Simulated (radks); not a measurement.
Neutral germanium, configuration [Ar] 3d10 4s2 4p2.

All-electron calculation, scalar-relativistic Kohn-Sham, TASK exchange with Perdew-Wang LDA correlation, spin-polarised, spherical densities, finite nucleus; open shells are filled with parallel spins first; meta-GGA in the generalised Kohn-Sham scheme; Fermi nuclear charge, rms radius 4.0742 fm. Program: a radial shooting solver on a logarithmic mesh with Libxc functionals.

Energy parts (hartree):
part                       energy
total                 -2098.53613
kinetic                2135.89394
electron-nucleus      -5058.82518
Hartree                 903.57736
exchange-correlation    -79.18225

Orbitals (lengths in bohr, moments of r in powers of bohr; <r^-3> diverges for s and p1/2; r(max) is where P^2 peaks):
\begin{tabular}{lrrrrrr}
orbital & occ. & eigenvalue (hartree) & r(max) & <r^2> & <1/r> & <r^-3> \\ \hline
1s up & 1 & -403.9977 & 0.03074 & 0.002983 & 32.35 & - \\
1s down & 1 & -403.9944 & 0.03074 & 0.002983 & 32.35 & - \\
2s up & 1 & -50.93909 & 0.1761 & 0.05219 & 7.112 & - \\
2s down & 1 & -50.93905 & 0.1761 & 0.05219 & 7.112 & - \\
2p up & 3 & -44.48430 & 0.1412 & 0.04147 & 6.964 & 994.1 \\
2p down & 3 & -44.48214 & 0.1412 & 0.04147 & 6.963 & 994.0 \\
3s up & 1 & -6.41262 & 0.5432 & 0.4525 & 2.283 & - \\
3s down & 1 & -6.41232 & 0.5433 & 0.4526 & 2.282 & - \\
3p up & 3 & -4.41164 & 0.5439 & 0.4953 & 2.129 & 135.1 \\
3p down & 3 & -4.41082 & 0.5440 & 0.4947 & 2.129 & 135.1 \\
3d up & 5 & -1.11845 & 0.5055 & 0.7000 & 1.782 & 14.17 \\
3d down & 5 & -1.11193 & 0.5053 & 0.6802 & 1.792 & 14.30 \\
4s up & 1 & -0.49631 & 1.777 & 5.426 & 0.6085 & - \\
4s down & 1 & -0.40992 & 1.749 & 5.214 & 0.6258 & - \\
4p up & 2 & -0.17787 & 2.197 & 8.851 & 0.4713 & 6.568 \\
\end{tabular}

The highest occupied level is 4p up at -4.840 eV. The spin density at the nucleus is -1.532 e/bohr^3 (1s -0.271, 2s 0.112, 3s 0.159, 4s -1.532). For comparison, the ionisation energy in NIST's Atomic Spectra Database is 7.899 eV (measured). In exact Kohn-Sham theory the highest level is minus the ionisation energy, but local and semilocal functionals leave it too shallow, through self-interaction and a potential that decays too fast; potentials with the right tail come closer. Spin moment in Bohr magnetons: 2. The electron density at the nucleus is 3.209e+04 e/bohr^3 (large components only). Summed over all electrons, <r^2> = 39.48 bohr^2, which gives a Langevin (diamagnetic) susceptibility term of -31.3 x 10^-6 cm^3/mol. The density falls to 0.001 e/bohr^3 at r = 4.40 bohr.

Empty levels of this run are not shown, since the potential may be unsettled where no density lies.
